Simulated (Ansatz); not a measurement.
Basis-set extrapolation for C$_{3}$H$_{8}$BClOS (`CC(C)OB(S)Cl`) (PBE0-D4/def2-TZVP geometry, frozen core, Ansatz 0.2.0). Multiplicity 1, RHF reference.

|  | def2-TZVPP | def2-QZVPP |
| --- | --- | --- |
| HF | -1075.082627 | -1075.116450 |
| MP2 correlation | -1.221223 | -1.314530 |
| CCSD(T) correlation | -1.343547 | not run |

Energies in hartree. Use E(X) = E(∞) + A·exp(−7.88·√X) for Hartree–Fock and E(X) = E(∞) + B·X^(−2.97) for correlation, with X = 3 and 4, and add CCSD(T) minus MP2 of the smaller set to the MP2 limit.

Problem. What is the CCSD(T) energy at the basis-set limit?

Solution. HF limit: -1075.116450 + (-0.033823) × 0.13774 = -1075.12111. MP2 limit: -1.314530 + (-0.093307) × 0.74074 = -1.38365. Higher-order term: -1.343547 − (-1.221223) = -0.12232. Total: -1076.62708 hartree, 5.47 eV below CCSD(T)/def2-TZVPP.
